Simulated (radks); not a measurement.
Results of a calculation; reference values are marked as such.
Charge is removed step by step from the 1s down level of C+, starting from 1s(up 1, down 1) 2s2 2p1. Code: a radial shooting solver on a logarithmic mesh with Libxc functionals. Model: non-relativistic Kohn-Sham, PBEsol, spin-polarised, spherical densities, point nucleus; open shells are filled with parallel spins first.

removed (e)  E - E(0) (eV)  eigenvalue (eV)  E minus straight line (eV)
0                    0.000          -286.44                       0.000
0.125               36.259          -293.69                      -2.901
0.25                73.420          -300.87                      -4.900
0.375               111.47          -307.90                      -6.010
0.5                 150.39          -314.70                      -6.254
0.625               190.13          -321.12                      -5.670
0.75                230.64          -326.87                      -4.321
0.875               271.79          -331.18                      -2.329
1                   313.28          -330.01                       0.000

Removing the whole electron costs 313.28 eV by Delta-SCF, against 286.44 eV from minus the eigenvalue at the starting occupation. Slater's transition state (half an electron removed) gives 314.70 eV. Integrating minus the eigenvalue over the occupation (Janak's theorem) gives 313.20 eV. The mean slope of the eigenvalue, de/dn, is 43.6 eV per electron.
